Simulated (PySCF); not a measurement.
The complex [V(NH3)5]3+ (charge +3) contains V(III), shell d2. The structure is a model geometry with rigid ligands and bond lengths from ionic radii, not a minimum; coordination square pyramidal, point group Cs, metal–donor distances 2.01 Å.

Method (PySCF 2.14, density fitting): CASSCF(2,5) with orbitals averaged over all microstates of the shell, strongly contracted NEVPT2 on the averaged canonical orbitals; basis x2c-TZVPall on the metal, x2c-SVPall elsewhere; spin-free X2C; gas phase; spin-orbit coupling by state interaction with the mean-field operator over all roots.

CASSCF energies above the lowest CASSCF root:

```tsv
state	CASSCF / cm⁻¹
3A''	0
3A'	15
3A''	153
3A''	8862
1A''	12783
1A'	13489
1A''	13625
1A'	13641
1A'	14043
3A''	15405
3A'	15405
1A''	23305
a 2S+1 = 1 state (90 % 1G)	25095
1A'	26819
3A''	29218
3A'	29220
3A'	34386
3A''	36258
1A''	39307
1A'	39309
1A''	42029
1A'	42503
```

Task: How does dynamic correlation (SC-NEVPT2) move these states?

Result: 
```tsv
state	NEVPT2 / cm⁻¹	shift / cm⁻¹
3A''	0	0
3A'	19	+4
3A''	244	+91
3A''	9802	+940
1A''	11028	-1755
1A'	11490	-1999
1A''	11530	-2095
1A'	11574	-2068
1A'	11770	-2274
3A''	15866	+461
3A'	15866	+460
1A''	22079	-1225
a 2S+1 = 1 state (90 % 1G)	23923	-1171
1A'	24042	-2777
3A''	30513	+1295
3A'	30514	+1294
3A'	38898	+4512
3A''	36698	+439
1A''	40534	+1227
1A'	40537	+1228
1A''	42984	+956
1A'	40196	-2307
```

3A' (19 cm⁻¹), 3A'' (244 cm⁻¹) lie within 300 cm⁻¹ of 3A'' at NEVPT2 level, inside the method's error: their order is undecided. An active orbital has only 0.73 squared overlap with the free ion's shell, so the metal shell alone is a small active space here. NEVPT2 on the d shell alone tends to put d–d bands too high for such charged or covalently bound ions.
